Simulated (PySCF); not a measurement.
Match the calculated data to a structure.

All candidates are C4H8BFO2.

| technique | computed result |
| --- | --- |
| XPS | B1s 196.7, C1s 290.0, C1s 292.5 (×2), C1s 292.8, O1s 538.5 (×2), F1s 693.0 eV [ΔSCF SCAN, pcX-2 on the ionised atom, pcseg-1 elsewhere, spin-free X2C] |
| Dipole | 1.73 D [PBE0/def2-SVPD] |
| UV, first state | lowest singlet excitation: 6.34 eV (196 nm, f = 0.204) [TDDFT PBE0/def2-SVPD] |
| Rotational structure | rotational constants A, B, C: 2.688, 1.205, 0.841 GHz [PBE0-D3(BJ)/def2-SVP] |
| Triplet | lowest triplet excitation (Tamm–Dancoff): 3.98 eV [TDA PBE0/def2-SVPD] |
| Couplings | largest of the computed one-bond spin–spin couplings (means over like bonds): 19F–13C -365.8, 13C–1H +209.1, 13C–1H +149.9, 13C–1H +147.8 (×6), 13C–11B +93.3, 13C–13C +76.3, 17O–13C +17.3 (×2), 17O–11B -13.0 (×2) Hz [B3LYP/pcJ-1, spin–dipole term left out for some pairs] |
| Polarisability | 72.9 au [PBE0/def2-SVPD] |
| 13C NMR | chemical shifts (computed TMS as zero) by class: 165.7 (1 C), 90.5 (1 C), 52.5 (2 C) ppm [GIAO KT2/pcSseg-1] |
| Valence photoelectron | vertical ionisation energy: 9.64 eV [ΔSCF PBE0/def2-SVPD] |

Electronic properties: PySCF, gas phase, density fitting. Levels stand in brackets. Geometry: PBE0-D3(BJ)/def2-SVP, one conformer, isolated molecule. NMR classes are plain means over equivalent atoms (diastereotopic ones count apart unless rotation or inversion swaps them), as if these changed places fast.

Problem. Which candidate is it?
A. `OB(O)[C@@H]1CC[C@H]1F`
B. `CC[C@@H]1OBO[C@@H]1F`
C. `OB(O)[C@@H]1CC[C@@H]1F`
D. `COB(/C=C/F)OC`

Solution. D. It is `COB(/C=C/F)OC`. Numbering: `[CH3:1][O:2][B:3](/[CH:4]=[CH:5]/[F:6])[O:7][CH3:8]`. 4 carbons fall into 3 classes; from least to most shielded: vinylic C–F carbon [C5] (165.7 ppm), alkene CH carbon [C4] (90.5 ppm), methoxy carbon [C1/C8] (52.5 ppm, 2 C, up to 2.1 ppm apart in this geometry). The couplings run between: -365.8 Hz, vinyl fluorine [F6] and vinylic C–F carbon [C5]; +209.1 Hz, vinylic C–F carbon [C5] and its hydrogen; +149.9 Hz, alkene CH carbon [C4] and its hydrogen; +147.8 Hz, methoxy carbon [C1] and its hydrogen (with 5 like pairs); +93.3 Hz, alkene CH carbon [C4] and three-coordinate boron [B3]; +76.3 Hz, alkene CH carbon [C4] and vinylic C–F carbon [C5]; +17.3 Hz, boron-bound oxygen [O2] and methoxy carbon [C1] (with 1 like pair); -13.0 Hz, boron-bound oxygen [O2] and three-coordinate boron [B3] (with 1 like pair). The core levels belong to: B1s 196.7 eV, three-coordinate boron [B3]; C1s 290.0 eV, alkene CH carbon [C4]; C1s 292.5 eV, methoxy carbon [C1/C8]; C1s 292.8 eV, vinylic C–F carbon [C5]; O1s 538.5 eV, boron-bound oxygen [O2/O7]; F1s 693.0 eV, vinyl fluorine [F6]. One atom of each topological class was ionised and stands for its class. The hole state at 292.8 eV has ⟨S²⟩ = 0.82 against 0.75, so that value is less sure. S1 is mainly HOMO→LUMO (weight 0.78); the largest Löwdin shares of the orbital it empties are 0.34 on the alkene CH carbon, 0.27 on the vinylic C–F carbon, 0.13 on the vinyl fluorine and 0.11 on a boron-bound oxygen, of the orbital it fills 0.32 on the vinylic C–F carbon, 0.22 on the alkene CH carbon, 0.15 on the three-coordinate boron and 0.08 on the vinyl fluorine. By its constants the optimised geometry is an asymmetric top.

The others, at the same levels:
- `OB(O)[C@@H]1CC[C@@H]1F` fails: it has 4 carbon classes against 3; its computed 13C shifts are 93.4 (1 C), 35.7 (1 C), 31.2 (1 C), 16.8 (1 C) ppm, core binding energies are B1s 197.1, C1s 290.3, C1s 290.8, C1s 290.9, C1s 293.0, O1s 538.9 (×2), F1s 692.5 eV and lowest singlet excitation is 7.76 eV (160 nm, f = 0.003) (against 6.34 eV).
- `CC[C@@H]1OBO[C@@H]1F` fails: it has 4 carbon classes against 3; its computed 13C shifts are 112.0 (1 C), 85.0 (1 C), 25.5 (1 C), 13.1 (1 C) ppm, core binding energies are B1s 197.5, C1s 290.8, C1s 291.1, C1s 292.7, C1s 294.9, O1s 538.9, O1s 539.2, F1s 692.8 eV and lowest singlet excitation is 7.94 eV (156 nm, f = 0.054) (against 6.34 eV).
- `OB(O)[C@@H]1CC[C@H]1F` fails: it has 4 carbon classes against 3; its computed 13C shifts are 91.5 (1 C), 36.3 (1 C), 36.2 (1 C), 13.9 (1 C) ppm, core binding energies are B1s 197.2, C1s 290.2, C1s 290.6, C1s 290.7, C1s 292.8, O1s 539.1 (×2), F1s 692.3 eV and lowest singlet excitation is 7.47 eV (166 nm, f = 0.029) (against 6.34 eV).

Each candidate is one conformer, not necessarily the lowest. The conformers computed, where there is a choice (atom-mapped SMILES and torsion angles):
- `[CH3:1][O:2][B:3](/[CH:4]=[CH:5]/[F:6])[O:7][CH3:8]`: C1–O2–B3–C4 0°, O2–B3–C4–C5 178°, O2–B3–O7–C8 1°
- `[OH:1][B:2]([OH:3])[C@@H:4]1[CH2:5][CH2:6][C@@H:7]1[F:8]`: O1–B2–C4–C5 -63°, H–O1–B2–O3 1°, H–O3–B2–O1 178°
- `[CH3:1][CH2:2][C@@H:3]1[O:4][BH:5][O:6][C@@H:7]1[F:8]`: C1–C2–C3–O4 -60°
- `[OH:1][B:2]([OH:3])[C@@H:4]1[CH2:5][CH2:6][C@H:7]1[F:8]`: O1–B2–C4–C5 168°, H–O1–B2–O3 177°, H–O3–B2–O1 1°

One-bond C–F couplings are unscaled; at this level they come out some 30 % too large in size.
